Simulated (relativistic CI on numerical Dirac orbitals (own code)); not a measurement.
Electric-dipole lines of Pd

Calculated at this level of theory: Dirac-Coulomb-Breit CI, orbitals from a KLI potential per configuration, model QED (radiative potential, 1s self-energy scaled to tabulated hydrogen-like ionisation energies), valence Slater integrals scaled by 0.85, configuration energies shifted to the measured levels that pair with them (semi-empirical) (own radial code, finite nucleus).

CI space (outside the closed core [Kr]): 4d¹⁰, 4d⁹5s, 4d⁸5s², 4d⁹5p, 4d⁹6s, 4d⁹6p, 4d⁹5d, 4d⁸5s5p, 4d⁹4f, 4d⁹6d, 4d⁹5f, 4d⁹5g, 4d⁹6f, 4d⁹6g, 4d⁸5s6s. Levels of other configurations are missing.

| λ vac (nm) | Lower | Upper | A (s⁻¹) | log gf | S velocity/length |
| --- | --- | --- | --- | --- | --- |
| 276.56 | 4d¹⁰ ¹S0 [1] | 4d⁹5p ³P°1 [12] | 1.07e+07 | -1.44 | 0.95 |
| 312.34 | 4d⁹5s ³D2 [3] | 4d⁹5p ¹F°3 [19] | 2.21e+07 | -0.65 | 0.67 |
| 326.48 | 4d⁹5s ³D3 [2] | 4d⁹5p ¹D°2 [14] | 5.69e+06 | -1.34 | 0.50 |
| 338.90 | 4d⁹5s ³D3 [2] | 4d⁹5p ³F°3 [11] | 3.70e+07 | -0.35 | 0.62 |
| 339.64 | 4d⁹5s ³D3 [2] | 4d⁹5p ³F°4 [10] | 1.82e+08 | 0.45 | 0.71 |
| 341.00 | 4d⁹5s ³D2 [3] | 4d⁹5p ¹D°2 [14] | 1.39e+08 | 0.08 | 0.65 |
| 343.26 | 4d⁹5s ³D1 [4] | 4d⁹5p ³F°2 [17] | 1.39e+08 | 0.09 | 0.70 |
| 352.78 | 4d⁹5s ³D2 [3] | 4d⁹5p ³P°1 [12] | 1.44e+08 | -0.09 | 0.70 |
| 354.58 | 4d⁹5s ³D2 [3] | 4d⁹5p ³F°3 [11] | 1.21e+08 | 0.20 | 0.71 |
| 357.88 | 4d⁹5s ³D1 [4] | 4d⁹5p ³P°0 [16] | 1.52e+08 | -0.54 | 0.74 |
| 360.21 | 4d⁹5s ¹D2 [5] | 4d⁹5p ¹F°3 [19] | 1.42e+08 | 0.29 | 0.74 |
| 360.48 | 4d⁹5s ³D3 [2] | 4d⁹5p ³P°2 [9] | 1.40e+08 | 0.14 | 0.71 |
| 366.77 | 4d⁹5s ³D1 [4] | 4d⁹5p ¹D°2 [14] | 6.92e+06 | -1.16 | 0.83 |
| 371.22 | 4d⁹5s ¹D2 [5] | 4d⁹5p ³F°2 [17] | 2.83e+07 | -0.53 | 0.66 |
| 378.27 | 4d⁹5s ³D2 [3] | 4d⁹5p ³P°2 [9] | 6.86e+06 | -1.13 | 0.89 |
| 380.43 | 4d⁹5s ³D1 [4] | 4d⁹5p ³P°1 [12] | 1.12e+07 | -1.14 | 0.86 |
| 398.87 | 4d⁹5s ¹D2 [5] | 4d⁹5p ¹D°2 [14] | 1.46e+07 | -0.76 | 0.73 |
| 415.08 | 4d⁹5s ¹D2 [5] | 4d⁹5p ³P°1 [12] | 1.22e+06 | -2.02 | 1.09 |
| 417.57 | 4d⁹5s ¹D2 [5] | 4d⁹5p ³F°3 [11] | 7.89e+06 | -0.84 | 0.74 |

Terms are leading LS components. Brackets give the number of a level in order of energy, since labels repeat. The list gives strong lines, with weight on those to low levels, without configurations that were not tied to measured data, among the lowest 250 of 300 levels, so that lines to higher ones, which can be the strongest, are missing, and without lines across small gaps between configurations, and without 18 lines that miss the measured interval by over 3.5 %, start from a term whose rates miss tabulated ones by over 60 %, have gauges far apart or, lacking measured levels, span too small a gap for the errors found; lines with a level outside our table were not tested and can miss by more. Levels whose partners in the same complex of configurations lie outside the list can be far off, and so can their lines. Rates are taken at the computed energies, electric ones in the length gauge. A velocity-to-length ratio far from 1 marks an uncertain rate.

Configurations whose levels could be paired with our table of measured levels were shifted onto them, all but the ground configuration, by the median error of their levels; single terms can still be off by 1,000 to 2,000 cm⁻¹ or more, and rates follow the energies as ν³ (E1, M1) or ν⁵ (E2). The others borrow a shift and can be off by several thousand cm⁻¹ or more. The fine structure of a lone outer electron comes out too small, for d and f at times inverted, and misplaced configurations move strength between like terms. 19 of the 19 excited levels that our extract of the measured tables holds in this range could be paired (the sources list more); they are missed by 191 cm⁻¹ on average and 839 at most, after the shifts were fitted to these levels, and levels without a partner can miss by more.

Task: From the table, what is the radiative lifetime of 4d⁹5p ³P°1?

Result: The listed rates from this level add up to about 1.67e+08 s⁻¹, 100 % of its decay; with all channels τ = 5.99e-09 s.

LS names give the leading component of a level, which can be under half, so a name can repeat, a term be missing and a line seem to break the LS rules.
